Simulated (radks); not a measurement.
Species: Te3+. Configuration: [Kr] 4d9.5 5s1 5p2.5 (fractional occupations, a model configuration).

Calculated with a radial shooting solver on a logarithmic mesh with Libxc functionals: scalar-relativistic Kohn-Sham, SCAN, spin-polarised, spherical densities, finite nucleus; open shells are filled with parallel spins first (spin-orbit coupling, left out, can overturn this in heavy ions); meta-GGA in the generalised Kohn-Sham scheme; Fermi nuclear charge, rms radius 4.7423 fm.

Energy parts (hartree):
part                        energy
total                  -6792.55794
kinetic                 7117.05284
electron-nucleus      -16365.84039
Hartree                 2631.73172
exchange-correlation    -175.50212

Orbitals (lengths in bohr, moments of r in powers of bohr; r(max) is where P^2 peaks; r(90%) holds 90 % of the orbital's charge):
1s up: occ. 1; eigenvalue (hartree) -1165.742; <r^2> 0.001048; r(max) 0.01794; r(90%) 0.0500
1s down: occ. 1; eigenvalue (hartree) -1165.734; <r^2> 0.001048; r(max) 0.01794; r(90%) 0.0500
2s up: occ. 1; eigenvalue (hartree) -180.5742; <r^2> 0.01692; r(max) 0.1012; r(90%) 0.185
2s down: occ. 1; eigenvalue (hartree) -180.5650; <r^2> 0.01692; r(max) 0.1012; r(90%) 0.185
2p up: occ. 3; eigenvalue (hartree) -162.1032; <r^2> 0.01340; r(max) 0.08126; r(90%) 0.171
2p down: occ. 3; eigenvalue (hartree) -162.0923; <r^2> 0.01340; r(max) 0.08126; r(90%) 0.171
3s up: occ. 1; eigenvalue (hartree) -37.29138; <r^2> 0.1180; r(max) 0.2921; r(90%) 0.472
3s down: occ. 1; eigenvalue (hartree) -37.28388; <r^2> 0.1180; r(max) 0.2921; r(90%) 0.472
3p up: occ. 3; eigenvalue (hartree) -31.23676; <r^2> 0.1186; r(max) 0.2859; r(90%) 0.480
3p down: occ. 3; eigenvalue (hartree) -31.22675; <r^2> 0.1186; r(max) 0.2860; r(90%) 0.480
3d up: occ. 5; eigenvalue (hartree) -22.11733; <r^2> 0.1043; r(max) 0.2382; r(90%) 0.466
3d down: occ. 5; eigenvalue (hartree) -22.10394; <r^2> 0.1043; r(max) 0.2382; r(90%) 0.466
4s up: occ. 1; eigenvalue (hartree) -7.54678; <r^2> 0.6572; r(max) 0.7008; r(90%) 1.10
4s down: occ. 1; eigenvalue (hartree) -7.50723; <r^2> 0.6580; r(max) 0.7017; r(90%) 1.10
4p up: occ. 3; eigenvalue (hartree) -5.65281; <r^2> 0.7617; r(max) 0.7367; r(90%) 1.20
4p down: occ. 3; eigenvalue (hartree) -5.61425; <r^2> 0.7587; r(max) 0.7377; r(90%) 1.19
4d up: occ. 5; eigenvalue (hartree) -2.88260; <r^2> 1.074; r(max) 0.8056; r(90%) 1.46
4d down: occ. 4.5; eigenvalue (hartree) -2.83003; <r^2> 1.042; r(max) 0.8056; r(90%) 1.44
5s up: occ. 1; eigenvalue (hartree) -1.73406; <r^2> 3.995; r(max) 1.720; r(90%) 2.70
5p up: occ. 2.5; eigenvalue (hartree) -1.29145; <r^2> 5.163; r(max) 1.930; r(90%) 3.08

The highest occupied level is 5p up at -35.142 eV. The density falls to 0.001 e/bohr^3 at r = 3.71 bohr. Spin moment in Bohr magnetons: 4. The electron density at the nucleus is 2.348e+05 e/bohr^3 (large components only).

Empty levels of this run are not shown, since the potential may be unsettled where no density lies.
